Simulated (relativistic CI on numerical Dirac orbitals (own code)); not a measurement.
**Sensitivity of the levels of Ne2+ to α**

Method of calculation: Dirac-Coulomb-Breit CI, separate exchange-only KLI orbitals for each configuration, valence Slater integrals scaled by 0.85, P86 correlation energy added to each configuration, derivatives by finite differences, QED left out (own radial code, finite nucleus).

CI space (outside the closed core 1s2): 2s²2p⁴, 2s2p⁵, 2p⁶, 2s²2p³3s, 2s²2p³3p, 2s²2p³3d, 2s²2p²3s², 2s2p⁴3s. Levels of other configurations are missing.

With x = (α/α₀)² − 1 an excitation energy changes as ω = ω₀ + qx; K = 2q/ω₀ is the relative enhancement. Terms are leading LS components, so labels can repeat.

Lowest level 2s²2p⁴ ³P2.

```csv
Level,ω₀ (cm⁻¹),q (cm⁻¹),K
2s²2p⁴ ³P1,633,640.3,2.02
2s²2p⁴ ³P0,905,898.6,1.99
2s²2p⁴ ¹D2,24195,316.5,0.0262
2s²2p⁴ ¹S0,47792,425,0.0178
2s2p⁵ ³P°2,216553,1332,0.0123
2s2p⁵ ³P°1,217127,1905,0.0175
2s2p⁵ ³P°0,217440,2220,0.0204
2s2p⁵ ¹P°1,299210,1707,0.0114
2s²2p³3s ⁵S°2,311829,-51.11,-0.000328
2s²2p³3s ³S°1,320649,-39.11,-0.000244
2s²2p³3p ⁵P1,349832,72.41,0.000414
2s²2p³3p ⁵P2,349862,102.1,0.000584
2s²2p³3p ⁵P3,349913,153.8,0.000879
2s²2p³3s ³D°3,351452,-91.43,-0.00052
2s²2p³3s ³D°2,351486,-71.56,-0.000407
2s²2p³3s ³D°1,351507,-56.36,-0.000321
2s²2p³3s ¹D°2,355879,-75.8,-0.000426
2s²2p³3p ³P1,358275,111,0.000619
2s²2p³3p ³P0,358284,126.2,0.000704
2s²2p³3p ³P2,358290,130.6,0.000729
2s²2p³3s ³P°0,376601,-0.9447,-5.02e-06
2s²2p³3s ³P°1,376606,14.24,7.56e-05
2s²2p³3s ³P°2,376622,51.72,0.000275
```

Correlation outside the listed configurations is missing or only estimated: errors of thousands of cm⁻¹ between configurations and terms are usual at this charge. Rates and lifetimes follow the computed energies and can be off by large factors. The fine structure of a lone outer electron comes out too small, for d and f at times inverted, and misplaced configurations move strength between like terms.
